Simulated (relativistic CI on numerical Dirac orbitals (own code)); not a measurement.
# d8 in a ligand field

Computed with a parametric ligand-field model of a d^n configuration (Racah B and C, spin-orbit zeta, crystal field), exact diagonalisation.

Field parameters in Wybourne normalisation: Oh B⁴₀ = 21Dq, B⁴₄ = √(5/14) B⁴₀. The field is a parameter set, without covalency.

B = 640 cm⁻¹, C = 3280 cm⁻¹ (C/B = 5.12), Oh, no spin-orbit coupling. Tanabe-Sugano data, E/B above the lowest term (Δ = |10Dq|; b, c mark the second and third term of a kind):

| Δ/B | 3A2 | 3T2 | 3T1 | 1E | 3T1(b) | 1A1 |
| --- | --- | --- | --- | --- | --- | --- |
| 1.0 | 0.00 | 1.00 | 1.79 | 15.98 | 16.21 | 23.02 |
| 3.0 | 0.00 | 3.00 | 5.29 | 16.83 | 18.71 | 24.42 |
| 5.0 | 0.00 | 5.00 | 8.68 | 17.25 | 21.32 | 25.62 |
| 7.0 | 0.00 | 7.00 | 11.92 | 17.49 | 24.08 | 26.66 |
| 9.0 | 0.00 | 9.00 | 15.00 | 17.64 | 27.00 | 27.56 |
| 11.0 | 0.00 | 11.00 | 17.92 | 17.74 | 30.08 | 28.33 |
| 13.0 | 0.00 | 13.00 | 20.68 | 17.81 | 33.32 | 29.00 |
| 15.0 | 0.00 | 15.00 | 23.29 | 17.87 | 36.71 | 29.58 |
| 17.0 | 0.00 | 17.00 | 25.79 | 17.91 | 40.21 | 30.09 |
| 19.0 | 0.00 | 19.00 | 28.19 | 17.94 | 43.81 | 30.54 |
| 21.0 | 0.00 | 21.00 | 30.51 | 17.97 | 47.49 | 30.93 |
| 23.0 | 0.00 | 23.00 | 32.78 | 18.00 | 51.22 | 31.28 |
| 25.0 | 0.00 | 25.00 | 35.00 | 18.02 | 55.00 | 31.59 |
| 27.0 | 0.00 | 27.00 | 37.18 | 18.03 | 58.82 | 31.87 |
| 29.0 | 0.00 | 29.00 | 39.34 | 18.05 | 62.66 | 32.12 |
| 31.0 | 0.00 | 31.00 | 41.47 | 18.06 | 66.53 | 32.34 |
| 33.0 | 0.00 | 33.00 | 43.58 | 18.07 | 70.42 | 32.55 |
| 35.0 | 0.00 | 35.00 | 45.68 | 18.08 | 74.32 | 32.73 |
| 37.0 | 0.00 | 37.00 | 47.77 | 18.09 | 78.23 | 32.90 |
| 39.0 | 0.00 | 39.00 | 49.84 | 18.10 | 82.16 | 33.06 |
| 41.0 | 0.00 | 41.00 | 51.91 | 18.11 | 86.09 | 33.20 |
| 43.0 | 0.00 | 43.00 | 53.97 | 18.11 | 90.03 | 33.34 |
| 45.0 | 0.00 | 45.00 | 56.03 | 18.12 | 93.97 | 33.46 |
| 47.0 | 0.00 | 47.00 | 58.08 | 18.12 | 97.92 | 33.57 |

The ground term stays 3A2.
